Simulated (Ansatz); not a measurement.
GaAsH$_{6}$O$_{2}$ (charge +1): a saddle search.

Input (in.yaml):

```yaml
crystal:
  periodic: [false, false, false]
  atoms:
    - {symbol: Ga, position_ang: [0.288900, 0.676000, 0.100400]}
    - {symbol: H, position_ang: [-1.455100, 0.523900, -0.468700]}
    - {symbol: O, position_ang: [1.326000, 1.706800, -0.862900]}
    - {symbol: O, position_ang: [0.440700, 0.872600, 1.830900]}
    - {symbol: H, position_ang: [-1.714100, -0.635900, -0.878900]}
    - {symbol: As, position_ang: [-0.326700, -1.678400, -0.573200]}
    - {symbol: H, position_ang: [1.440300, 1.844800, -1.798700]}
    - {symbol: H, position_ang: [0.858000, 1.595600, 2.295300]}
    - {symbol: H, position_ang: [-0.897000, -1.718400, 0.801100]}
    - {symbol: H, position_ang: [0.039000, -3.187000, -0.445300]}
basis:
  gaussian: {orbitals: def2-SVP}
total_charge: 1
hamiltonian: {xc: pbe0, dispersion: d4}
saddle:
  max_steps: 30
  mode_guess:
    - [0.2507, -0.2663, 0.0372]
    - [-0.2144, -0.3019, -0.2433]
    - [-0.0522, 0.0215, 0.0037]
    - [-0.0021, 0.0025, 0.0116]
    - [-0.1487, 0.7120, 0.1920]
    - [-0.0124, -0.1384, -0.1105]
    - [0.0023, -0.0145, -0.0086]
    - [-0.0311, 0.0330, -0.0029]
    - [0.0170, 0.0033, -0.0364]
    - [0.1909, -0.0512, 0.1573]
```

Launched with

```bash
ansatz run in.yaml --threads 8 --pin off --events-out ev --progress --plain --max-ram 19148MiB
```

What Ansatz 0.2.0 printed:

```
Functional definition: PBE0
  name "PBE0"
  cite "Adamo & Barone, J. Chem. Phys. 110, 6158 (1999) doi:10.1063/1.478522"
  cite "Perdew, Burke & Ernzerhof, Phys. Rev. Lett. 77, 3865 (1996) doi:10.1103/PhysRevLett.77.3865"
  parent pbe
  parameter a = 0.25
  parameter kappa = 0.804
  parameter beta = 0.06672455060314922
  exchange = (1 - a)*pbe_x(kappa = kappa, mu = beta*pi^2/3) + a*exact_x
  correlation = pbe_c(beta = beta)
1279 factors; integrals over basis functions are off by at most 2.8e-4 eV
mean field evaluation 1: about -117344.2106 eV, gradient 1.0e2 eV
mean field evaluation 2: about -117344.2385 eV, gradient 1.0e2 eV
mean field evaluation 4: about -117356.0202 eV, gradient 4.2e1 eV
mean field evaluation 8: about -117364.2580 eV, gradient 1.1e1 eV
mean field evaluation 16: about -117364.6742 eV, gradient 6.7e-1 eV
mean field evaluation 32: about -117219.5036 eV, gradient 3.2e2 eV
mean field evaluation 64: about -117315.2286 eV, gradient 4.5e1 eV
mean field -117364.67533058 eV, -4313.0722657647 hartree, gradient 2.2e-5 eV, S^2 0.750000; 6 other end points of the search recorded, 0 dependent functions left out
the calculation of the forces begins
reference -117364.67536194 eV, -4313.0722669170 hartree; 43, 42 occupied and 79, 80 virtual orbitals, 1279 factors
these checks for a lower state are left out or cut short: stability, starts, cluster_reference, orbital_swaps, neighbouring_geometries, increment
1279 factors; integrals over basis functions are off by at most 2.7e-4 eV
mean field -117364.68139155 eV, -4313.0724885010 hartree, gradient 2.7e-6 eV, S^2 0.750000; 0 other end points of the search recorded, 0 dependent functions left out
the calculation of the forces begins
reference -117364.68142290 eV, -4313.0724896534 hartree; 43, 42 occupied and 79, 80 virtual orbitals, 1279 factors
these checks for a lower state are left out or cut short: stability, starts, cluster_reference, orbital_swaps, neighbouring_geometries, increment
1279 factors; integrals over basis functions are off by at most 2.7e-4 eV
mean field -117364.68525791 eV, -4313.0726305872 hartree, gradient 2.9e-6 eV, S^2 0.750000; 0 other end points of the search recorded, 0 dependent functions left out
the calculation of the forces begins
reference -117364.68528925 eV, -4313.0726317391 hartree; 43, 42 occupied and 79, 80 virtual orbitals, 1279 factors
saddle step   1: F+E_penalty+E_count = -117364.84132928 eV  max|allowed force component| = 1.215e0 eV/Å  curvature = -23.4775 eV/Å²  mode residual = 8.58e0 eV/Å²  Δτ_max = 0.0000 Å  (1 rotations, 3 force calls, 185 SCF iters)  cluster: 3 rotations left out, max|force component along them| = 8.090e-8 eV/Å
saddle step   2: F+E_penalty+E_count = -117365.32352561 eV  max|allowed force component| = 1.212e0 eV/Å  curvature = -12.3639 eV/Å²  mode residual = 6.32e0 eV/Å²  Δτ_max = 0.1849 Å  (1 rotations, 3 force calls, 86 SCF iters)  cluster: 3 rotations left out, max|force component along them| = 1.001e-7 eV/Å
saddle step   3: F+E_penalty+E_count = -117365.51746340 eV  max|allowed force component| = 1.474e0 eV/Å  curvature = -13.6489 eV/Å²  mode residual = 1.71e0 eV/Å²  Δτ_max = 0.1144 Å  (1 rotations, 3 force calls, 83 SCF iters)  cluster: 3 rotations left out, max|force component along them| = 5.264e-7 eV/Å
saddle step   4: F+E_penalty+E_count = -117365.68920042 eV  max|allowed force component| = 1.303e0 eV/Å  curvature = -9.4986 eV/Å²  mode residual = 2.65e0 eV/Å²  Δτ_max = 0.0944 Å  (1 rotations, 3 force calls, 74 SCF iters)  cluster: 3 rotations left out, max|force component along them| = 3.394e-8 eV/Å
saddle step   5: F+E_penalty+E_count = -117365.88543515 eV  max|allowed force component| = 8.973e-1 eV/Å  curvature = -7.3702 eV/Å²  mode residual = 2.37e0 eV/Å²  Δτ_max = 0.1503 Å  (1 rotations, 3 force calls, 76 SCF iters)  cluster: 3 rotations left out, max|force component along them| = 4.781e-8 eV/Å
saddle step   6: F+E_penalty+E_count = -117365.99650238 eV  max|allowed force component| = 6.687e-1 eV/Å  curvature = -9.4470 eV/Å²  mode residual = 3.75e0 eV/Å²  Δτ_max = 0.1382 Å  (1 rotations, 3 force calls, 72 SCF iters)  cluster: 3 rotations left out, max|force component along them| = 6.247e-8 eV/Å
saddle step   7: F+E_penalty+E_count = -117366.07046592 eV  max|allowed force component| = 6.476e-1 eV/Å  curvature = -7.9445 eV/Å²  mode residual = 4.19e0 eV/Å²  Δτ_max = 0.1248 Å  (1 rotations, 3 force calls, 72 SCF iters)  cluster: 3 rotations left out, max|force component along them| = 1.460e-7 eV/Å
saddle step   8: F+E_penalty+E_count = -117366.15019242 eV  max|allowed force component| = 9.636e-1 eV/Å  curvature = -4.0086 eV/Å²  mode residual = 4.88e0 eV/Å²  Δτ_max = 0.2000 Å  (1 rotations, 3 force calls, 70 SCF iters)  cluster: 3 rotations left out, max|force component along them| = 5.579e-8 eV/Å
saddle step   9: F+E_penalty+E_count = -117366.22281996 eV  max|allowed force component| = 1.057e0 eV/Å  curvature = -0.9713 eV/Å²  mode residual = 4.53e0 eV/Å²  Δτ_max = 0.2000 Å  (1 rotations, 3 force calls, 68 SCF iters)  cluster: 3 rotations left out, max|force component along them| = 6.739e-8 eV/Å
saddle step  10: F+E_penalty+E_count = -117366.29587815 eV  max|allowed force component| = 1.283e0 eV/Å  curvature = +0.4240 eV/Å²  mode residual = 4.40e0 eV/Å²  Δτ_max = 0.2000 Å  (1 rotations, 4 force calls, 80 SCF iters)  cluster: 3 rotations left out, max|force component along them| = 7.504e-8 eV/Å
saddle step  11: F+E_penalty+E_count = -117366.44114106 eV  max|allowed force component| = 7.279e-1 eV/Å  curvature = +0.6419 eV/Å²  mode residual = 3.13e0 eV/Å²  Δτ_max = 0.2000 Å  (1 rotations, 4 force calls, 93 SCF iters)  cluster: 3 rotations left out, max|force component along them| = 1.069e-7 eV/Å
WARN: saddle search: on two steps running the search has had no negative curvature along its mode to follow, on a curvature that misses the negative of saddle.curvature_tol by less than its residual: at step 11, +0.642 eV/Å² with a residual of 3.13e0 eV/Å² (extrapolated from the last rotation, not read by a force call). A negative curvature could lie within that residual, and the search be climbing where it has one to follow. Its rotation spent its cap of 1: raise saddle.rotation.max_rotations, or give a saddle.mode_guess nearer the mode
saddle step  12: F+E_penalty+E_count = -117366.43295464 eV  max|allowed force component| = 4.716e-1 eV/Å  curvature = +0.3715 eV/Å²  mode residual = 2.84e0 eV/Å²  Δτ_max = 0.0477 Å  (1 rotations, 4 force calls, 81 SCF iters)  cluster: 3 rotations left out, max|force component along them| = 1.081e-7 eV/Å
saddle step  13: F+E_penalty+E_count = -117366.41960551 eV  max|allowed force component| = 4.861e-1 eV/Å  curvature = +0.2001 eV/Å²  mode residual = 2.16e0 eV/Å²  Δτ_max = 0.0473 Å  (1 rotations, 4 force calls, 81 SCF iters)  cluster: 3 rotations left out, max|force component along them| = 1.116e-7 eV/Å
saddle step  14: F+E_penalty+E_count = -117366.50679485 eV  max|allowed force component| = 3.371e-1 eV/Å  curvature = +0.5379 eV/Å²  mode residual = 2.70e0 eV/Å²  Δτ_max = 0.2000 Å  (1 rotations, 4 force calls, 80 SCF iters)  cluster: 3 rotations left out, max|force component along them| = 8.227e-8 eV/Å
saddle step  15: F+E_penalty+E_count = -117366.56440433 eV  max|allowed force component| = 3.498e-1 eV/Å  curvature = +0.6987 eV/Å²  mode residual = 2.06e0 eV/Å²  Δτ_max = 0.1926 Å  (1 rotations, 4 force calls, 77 SCF iters)  cluster: 3 rotations left out, max|force component along them| = 6.731e-8 eV/Å
saddle step  16: F+E_penalty+E_count = -117366.60250270 eV  max|allowed force component| = 3.207e-1 eV/Å  curvature = +0.7253 eV/Å²  mode residual = 2.45e0 eV/Å²  Δτ_max = 0.1627 Å  (1 rotations, 4 force calls, 77 SCF iters)  cluster: 3 rotations left out, max|force component along them| = 6.368e-8 eV/Å
saddle step  17: F+E_penalty+E_count = -117366.62940841 eV  max|allowed force component| = 2.778e-1 eV/Å  curvature = +0.7030 eV/Å²  mode residual = 1.81e0 eV/Å²  Δτ_max = 0.1388 Å  (1 rotations, 4 force calls, 77 SCF iters)  cluster: 3 rotations left out, max|force component along them| = 6.636e-8 eV/Å
saddle step  18: F+E_penalty+E_count = -117366.64954138 eV  max|allowed force component| = 2.351e-1 eV/Å  curvature = +0.6668 eV/Å²  mode residual = 2.15e0 eV/Å²  Δτ_max = 0.1220 Å  (1 rotations, 4 force calls, 76 SCF iters)  cluster: 3 rotations left out, max|force component along them| = 6.816e-8 eV/Å
saddle step  19: F+E_penalty+E_count = -117366.66515472 eV  max|allowed force component| = 1.977e-1 eV/Å  curvature = +0.6304 eV/Å²  mode residual = 1.58e0 eV/Å²  Δτ_max = 0.1099 Å  (1 rotations, 4 force calls, 76 SCF iters)  cluster: 3 rotations left out, max|force component along them| = 6.909e-8 eV/Å
saddle step  20: F+E_penalty+E_count = -117366.67763267 eV  max|allowed force component| = 1.667e-1 eV/Å  curvature = +0.5952 eV/Å²  mode residual = 1.90e0 eV/Å²  Δτ_max = 0.1017 Å  (1 rotations, 4 force calls, 72 SCF iters)  cluster: 3 rotations left out, max|force component along them| = 6.642e-8 eV/Å
saddle step  21: F+E_penalty+E_count = -117366.68777848 eV  max|allowed force component| = 1.552e-1 eV/Å  curvature = +0.5613 eV/Å²  mode residual = 1.37e0 eV/Å²  Δτ_max = 0.0961 Å  (1 rotations, 4 force calls, 77 SCF iters)  cluster: 3 rotations left out, max|force component along them| = 5.550e-8 eV/Å
saddle step  22: F+E_penalty+E_count = -117366.69611914 eV  max|allowed force component| = 1.467e-1 eV/Å  curvature = +0.5269 eV/Å²  mode residual = 1.71e0 eV/Å²  Δτ_max = 0.0919 Å  (1 rotations, 4 force calls, 71 SCF iters)  cluster: 3 rotations left out, max|force component along them| = 5.010e-8 eV/Å
saddle step  23: F+E_penalty+E_count = -117366.70301232 eV  max|allowed force component| = 1.440e-1 eV/Å  curvature = +0.4931 eV/Å²  mode residual = 1.20e0 eV/Å²  Δτ_max = 0.0889 Å  (1 rotations, 4 force calls, 76 SCF iters)  cluster: 3 rotations left out, max|force component along them| = 4.891e-8 eV/Å
saddle step  24: F+E_penalty+E_count = -117366.70879422 eV  max|allowed force component| = 1.351e-1 eV/Å  curvature = +0.4579 eV/Å²  mode residual = 1.54e0 eV/Å²  Δτ_max = 0.0860 Å  (1 rotations, 4 force calls, 70 SCF iters)  cluster: 3 rotations left out, max|force component along them| = 4.811e-8 eV/Å
saddle step  25: F+E_penalty+E_count = -117366.71368270 eV  max|allowed force component| = 1.326e-1 eV/Å  curvature = +0.4218 eV/Å²  mode residual = 1.04e0 eV/Å²  Δτ_max = 0.0831 Å  (1 rotations, 4 force calls, 77 SCF iters)  cluster: 3 rotations left out, max|force component along them| = 4.920e-8 eV/Å
saddle step  26: F+E_penalty+E_count = -117366.71767707 eV  max|allowed force component| = 1.242e-1 eV/Å  curvature = +0.3837 eV/Å²  mode residual = 1.39e0 eV/Å²  Δτ_max = 0.0810 Å  (1 rotations, 4 force calls, 76 SCF iters)  cluster: 3 rotations left out, max|force component along them| = 7.337e-8 eV/Å
saddle step  27: F+E_penalty+E_count = -117366.72098295 eV  max|allowed force component| = 1.221e-1 eV/Å  curvature = +0.3454 eV/Å²  mode residual = 8.90e-1 eV/Å²  Δτ_max = 0.0788 Å  (1 rotations, 4 force calls, 77 SCF iters)  cluster: 3 rotations left out, max|force component along them| = 7.572e-8 eV/Å
saddle step  28: F+E_penalty+E_count = -117366.72359129 eV  max|allowed force component| = 1.154e-1 eV/Å  curvature = +0.3067 eV/Å²  mode residual = 1.25e0 eV/Å²  Δτ_max = 0.0772 Å  (1 rotations, 4 force calls, 71 SCF iters)  cluster: 3 rotations left out, max|force component along them| = 7.659e-8 eV/Å
saddle step  29: F+E_penalty+E_count = -117366.72569230 eV  max|allowed force component| = 1.129e-1 eV/Å  curvature = +0.2701 eV/Å²  mode residual = 7.47e-1 eV/Å²  Δτ_max = 0.0755 Å  (1 rotations, 4 force calls, 78 SCF iters)  cluster: 3 rotations left out, max|force component along them| = 7.941e-8 eV/Å
saddle step  30: F+E_penalty+E_count = -117366.72726891 eV  max|allowed force component| = 1.075e-1 eV/Å  curvature = +0.2353 eV/Å²  mode residual = 1.13e0 eV/Å²  Δτ_max = 0.0743 Å  (1 rotations, 4 force calls, 71 SCF iters)  cluster: 3 rotations left out, max|force component along them| = 7.639e-8 eV/Å
Error: the saddle search did not converge after 30 steps: max|allowed force component| = 1.08e-1 eV/Å (threshold 5.0e-2). At the last step the curvature along the mode is +0.235 eV/Å² (extrapolated from the last rotation, not read by a force call), not resolved as negative, so the search is still climbing. That curvature's residual is 1.13e0 eV/Å². Where the curvature misses the negative of `saddle.curvature_tol` by less than that, a larger `saddle.rotation.max_rotations` or a tighter `saddle.rotation.residual_tol` may find a negative one. To go on, start nearer the saddle, give a better `saddle.mode_guess`, or set a larger `saddle.max_steps` (a set value also replaces the default of 250 for a search that goes on from a second negative curvature), or search again from the last step's geometry and mode. From 20 of its steps before the last this search moved with no negative curvature along its mode to follow. A search started from a geometry of this one does not count those moves and, where it converges, warns only of its own. With `saddle.order_check` unset, a search from the last step can check the order less strictly than this one. `saddle.order_check: true` asks for the full check and warns where it cannot tell. Where this run's directory can be resumed (`checkpoint.write`), a resume goes on for up to `saddle.max_steps` more
F+E_penalty+E_count at the last step = -117366.72726891 eV
to start another search from the last step: its geometry and its mode (saddle.mode_guess, Cartesian), with saddle.order_check: true (the message says why):
  atoms:
    - { symbol: Ga, position_ang: [1.09011417, 0.72856818, 0.35331771] }
    - { symbol: H, position_ang: [-3.59548446, -0.41157442, -1.62419436] }
    - { symbol: O, position_ang: [1.86137443, 1.73100865, -0.84081508] }
    - { symbol: O, position_ang: [0.79105288, 0.80424640, 2.07122973] }
    - { symbol: H, position_ang: [-1.73122075, -0.61968351, -0.68178309] }
    - { symbol: As, position_ang: [-0.43840716, -1.16385259, -0.12805005] }
    - { symbol: H, position_ang: [1.83770866, 1.49311750, -1.77528954] }
    - { symbol: H, position_ang: [1.11051192, 1.56112768, 2.58102424] }
    - { symbol: H, position_ang: [-0.84838156, -1.86439302, 1.13051689] }
    - { symbol: H, position_ang: [-0.07726813, -2.25856488, -1.08595646] }
  mode_guess:
    - [0.17847981, -0.06800198, 0.04319882]
    - [-0.27357301, -0.62610739, -0.17095823]
    - [0.05576603, -0.00624938, 0.02601277]
    - [0.05582050, -0.04353977, 0.02586937]
    - [0.17489501, 0.55590931, 0.14966938]
    - [0.03747092, 0.10123083, 0.01056905]
    - [0.04414661, -0.02549133, 0.02204248]
    - [0.02389871, -0.04046849, 0.02737923]
    - [-0.07593061, 0.05789991, -0.05364250]
    - [-0.22097398, 0.09481829, -0.08014036]
  order_check: true


[the SCF lines of later steps are left out]
```

Hardware: 8 CPU threads of an Intel Xeon Platinum 8488C, shared host. Wall time about 110 s.


The run did not converge within its limit. The charge typed is one more than that of the intended reaction, so any result belongs to that ion.